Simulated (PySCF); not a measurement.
SCF from a fresh guess for singlet BrF5, at the PBE0 minimum. PySCF input:

```python
from pyscf import gto, scf, dft
mol = gto.M(atom='''
Br     0.261850     0.000000    -0.000000
F      0.095560    -1.250920    -1.250920
F      0.095560     1.250920     1.250920
F      0.095560    -1.250920     1.250920
F     -1.469940    -0.000000     0.000000
F      0.095560     1.250920    -1.250920''',
    basis={'Br': 'def2-SVP', 'F': 'def2-SVP'},
    charge=0, spin=0)
mf = dft.RKS(mol, xc='PBE0')
mf.grids.atom_grid = (50, 194)
aux = {'Br': 'def2-universal-JKFIT', 'F': 'def2-universal-JKFIT'}
mf = mf.density_fit(auxbasis=aux)
mf.conv_tol = 1e-08
mf.diis_space = 10
mf.max_cycle = 60
mf.init_guess = 'minao'
mf.verbose = 4
mf.kernel()
```

Excerpt of the output (cycles and frontier levels):

```
init E= -3071.38433448028
  HOMO = -0.368043660236747  LUMO = -0.101893218943804  gap/eV = 7.24232
cycle= 1 E= -3071.17012579334  delta_E= 0.214  |g|= 1.47  |ddm|= 3.05
  HOMO = -0.34257468499441  LUMO = -0.204264980601032  gap/eV = 3.76360
cycle= 2 E= -3070.2236086679  delta_E= 0.947  |g|= 2.82  |ddm|= 3.28
  HOMO = -0.396009962091232  LUMO = -0.142004146775544  gap/eV = 6.91185
cycle= 3 E= -3071.58502678166  delta_E= -1.36  |g|= 0.187  |ddm|= 2.08
  HOMO = -0.386353514636406  LUMO = -0.148983164016933  gap/eV = 6.45918
cycle= 4 E= -3071.58519800383  delta_E= -0.000171  |g|= 0.188  |ddm|= 0.26
  HOMO = -0.392052790806175  LUMO = -0.138793889552881  gap/eV = 6.89153
cycle= 5 E= -3071.59119357815  delta_E= -0.006  |g|= 0.00983  |ddm|= 0.126
  HOMO = -0.391240005352476  LUMO = -0.138322417882603  gap/eV = 6.88224
cycle= 6 E= -3071.59120432421  delta_E= -1.07e-05  |g|= 0.00165  |ddm|= 0.00711
  HOMO = -0.39130585356312  LUMO = -0.138226329526087  gap/eV = 6.88664
cycle= 7 E= -3071.59120493426  delta_E= -6.1e-07  |g|= 0.000512  |ddm|= 0.00243
  HOMO = -0.391286315083867  LUMO = -0.138184989712678  gap/eV = 6.88724
cycle= 8 E= -3071.5912049891  delta_E= -5.48e-08  |g|= 0.000103  |ddm|= 0.000713
  HOMO = -0.391294236403795  LUMO = -0.138207521314548  gap/eV = 6.88684
cycle= 9 E= -3071.5912049921  delta_E= -3e-09  |g|= 2.17e-05  |ddm|= 0.000184
  HOMO = -0.391290168947087  LUMO = -0.138200332068048  gap/eV = 6.88693
Extra cycle  E= -3071.59120499207  delta_E= 3.37e-11  |g|= 3.16e-05  |ddm|= 5.74e-05
converged SCF energy = -3071.59120499207
```

No lower solution of this spin was found by a stability analysis within the restricted form, which does not test spin polarisation.

The search for the lowest solution, with the stability check, took 14 s on 2 threads of a shared Arm Neoverse N1 host, with 102 basis functions; the process peaked at 0.43 GiB.
